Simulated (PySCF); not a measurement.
# Electronic structure of I (iodine, neutral) at the UHF level

Configuration: [Kr] 4d10 5s2 5p4 6s1, high-spin 4P determinant (an excited configuration). Computed with PySCF 2.14 in aug-cc-pVTZ-PP with ECP28MDF (6s5p4d2f, 55 functions), with scalar relativity through the core potential.

* Total energy: -294.423163 hartree
* One-electron energy: -509.9392 hartree
* Hartree (Coulomb) energy: 236.4030 hartree
* Exchange energy: -20.8869 hartree
* ⟨S²⟩: 3.7605
* ⟨L²⟩: 2.087
* Sum of ⟨r⟩: 34.52 bohr
* Sum of ⟨r²⟩: 81.46 bohr²
* Traceless quadrupole moment −½Σ⟨3z² − r²⟩ along its main axis: -0.677 e·bohr²

```csv
shell,electrons,mean orbital energy (eV),spread (eV),"rms radius, mean of both spins (bohr)"
4s α,1,-215.20,0,0.796
4s β,1,-214.69,0,0.796
4p α,3,-155.97,0.700,0.854
4p β,3,-155.49,0.110,0.854
4d α,5,-66.876,0.747,0.997
4d β,5,-66.489,0.410,0.997
5s α,1,-29.638,0,2.09
5s β,1,-24.395,0,2.09
5p α,3,-15.265,1.651,2.53
5p β,1,-13.151,0,2.53
6s α,1,-3.091,0,5.62
```

Energies and moments cover only the electrons outside the core potential. The outer electron is Rydberg-like, and this basis confines it to a smaller radius and binds it less than a complete one would.
